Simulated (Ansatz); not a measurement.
Two members of one family (Same ligands, another metal), computed with Ansatz in the gas phase. The two geometries come from different levels. HOMO and LUMO are taken over both spins. Binding counts from free atoms in the multiplicity of their measured ground term, without zero-point energy. The spins of the ions were chosen, not always searched. A dash marks a value that wasn't run or was left out as unsound. The structures are stationary points that may keep the symmetry of their start. Remarks come from the PBE and PBE0 runs and from stability tests at other levels; not every state was tested. HOMO above LUMO (over both spins in singlets and doublets, within one spin in higher multiplets; at PBE or PBE0), or a gap under 0.15 eV within one spin, warns that the state may not be the lowest or that an electron is smeared out.

First: MnF2 (sextet, charge 0, PBE0-D4/def2-TZVP geometry; oxidised ion quintet).

```xyz
3

Mn    0.003    0.002    0.002
F    -1.116    1.361    0.330
F     1.113   -1.363   -0.332
```

| level | HOMO (eV) | LUMO (eV) | gap (eV) | vertical IE (eV) | binding per atom (eV) |
| --- | --- | --- | --- | --- | --- |
| PBE-D4/def2-TZVP | -6.80 | -4.27 | 2.53 | 10.92 | 3.70 |
| r2SCAN-D4/def2-TZVP | -7.37 | -3.39 | 3.99 | 11.23 | 3.59 |
| B3LYP-D4/def2-TZVP | -8.42 | -3.40 | 5.02 | – | 3.40 |
| PBE0-D4/def2-TZVP | -8.77 | -2.68 | 6.09 | 11.58 | 3.40 |
| r2SCAN0-D4/def2-TZVP | -9.10 | -2.14 | 6.96 | – | 3.32 |

Metal–donor distances: 2 × F 1.79 Å. Remarks: spin-contaminated (⟨S²⟩ up to 2.61) (doublet), spin-contaminated (⟨S²⟩ up to 4.65) (quartet).

Second: CuF2 (doublet, charge 0, PBE-D4/def2-TZVP geometry; oxidised ion triplet).

Cartesian coordinates in Å:
```
Cu 0.000 0.000 0.000
F -1.551 -0.747 -0.234
F 1.551 0.747 0.234
```

**Question.** Estimate the same table for the second.

**Answer.** 
```
               level  HOMO (eV)  LUMO (eV)  gap (eV)  vertical IE (eV)  binding per atom (eV)
    PBE-D4/def2-TZVP      -7.70      -7.67      0.03             12.08                   2.68
 r2SCAN-D4/def2-TZVP      -8.25      -7.41      0.84             12.30                   2.64
  B3LYP-D4/def2-TZVP      -9.74      -6.66      3.08                 –                   2.47
   PBE0-D4/def2-TZVP     -10.04      -6.02      4.02             12.81                   2.48
r2SCAN0-D4/def2-TZVP     -10.41      -5.58      4.83                 –                   2.50
```

Metal–donor distances: 2 × F 1.74 Å. Remarks: near-degenerate levels, gap within one spin near zero.
